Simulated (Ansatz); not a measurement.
`S=CB(S)Cl` → B• + C• + Cl• + 2 H• + 2 S•  (atomization)

Gas-phase electronic energies from Ansatz, PBE0-D4/def2-TZVP geometries. CBS: MP2 limit from def2 TZ/QZ plus the TZ coupled-cluster correction, frozen cores. This one scheme is used for every species, atoms too. Functionals use def2-TZVPP. B3LYP here is the variant with VWN-RPA as its local correlation; programs differ in this. HSE06 is defined as in plane-wave codes. Open shells (•) are unrestricted, without spin–orbit coupling. Spin–orbit coupling would lower the free atoms: a little for B, C, Cl, S. One conformer a species, not always the lowest.

(1) What is ΔE at CCSD(T)/CBS? (Best estimate.)

(2) What do these levels give: revPBE-D4, BLYP-D4, B3LYP-D4, CAM-B3LYP-D4, ωB97M-V, revPBE, r2SCAN, PBE0, HSE06, MP2/def2-SVP, CCSD/def2-TZVPP, HF/def2-QZVPP? (Best estimate.)

Largest T1 diagnostic among the species: 0.015.

Results:

(1) Ansatz gave: +26.03 eV.

(2) Ansatz gave: revPBE-D4 26.48, BLYP-D4 26.16, B3LYP-D4 26.03, CAM-B3LYP-D4 25.94, ωB97M-V 26.39, revPBE 25.82, r2SCAN 26.47, PBE0 26.32, HSE06 26.36, MP2/def2-SVP 25.24, CCSD/def2-TZVPP 24.54, HF/def2-QZVPP 18.39 eV.

At CCSD(T), def2-SVP lies −1.46 eV from the extrapolated value and def2-TZVPP −0.79 eV: correlation converges slowly with the basis, and small sets miss more of it in the bonded molecule than in its fragments. In def2-TZVPP, CCSD(T) changes the Hartree–Fock value by +6.85 eV (the triples alone add +0.69 eV) and MP2 by +7.79 eV; breaking electron pairs costs correlation energy, which Hartree–Fock lacks.

For atomizations the MP2-based limit and the directly extrapolated one differ by several kJ/mol either way, and by 10 to 25 for some Ge, Se and Sn compounds, so smaller differences from it don't rank the levels.
